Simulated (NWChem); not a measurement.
GeH₂F₂; SMILES [F][GeH2][F]

```xyz
5

Ge     0.0000     0.0000    -0.2986
F     -1.3721     0.0000     0.7531
F      1.3721     0.0000     0.7531
H      0.0000     1.3186    -1.0725
H      0.0000    -1.3186    -1.0725
```
Atoms are numbered in this order, from 1.

Structure relaxed at the PBE0/def2-SVP level. B3LYP is NWChem's, with the RPA form of VWN correlation.

Question: Give the principal values of the shielding tensors (ppm) of Ge1, F2 from B3LYP/6-31G* (spherical d), GIAO (NWChem), with their diamagnetic and paramagnetic parts as GIAO splits them.

Answer: 
```csv
atom,σ11,σ22,σ33,isotropic,diamagnetic,paramagnetic
Ge1,1470.4,1521.4,1530.9,1507.6,2757.4,-1249.9
F2,224.8,364.7,406.6,332.0,468.2,-136.1
```
